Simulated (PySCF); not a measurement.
A structure optimised at ωB97X-D3(BJ)/def2-TZVP, used in a PySCF frequency run:

```
Si
H 1 1.4847
H 1 1.4847 2 109.45
H 1 1.4889 2 107.84 3 117.07
C 1 1.8437 2 110.22 4 121.54
H 5 1.0855 1 122.59 2 151.76
H 5 1.0855 6 114.77 1 -177.59
```
Charge 0, spin multiplicity 2.

Q: Write its SMILES, formula and point group.

A: [CH2][SiH3], CH5Si, Cs

Q: What are its rotational constants (standard atomic weights)?

A: 67.013, 12.014, 11.533 GHz
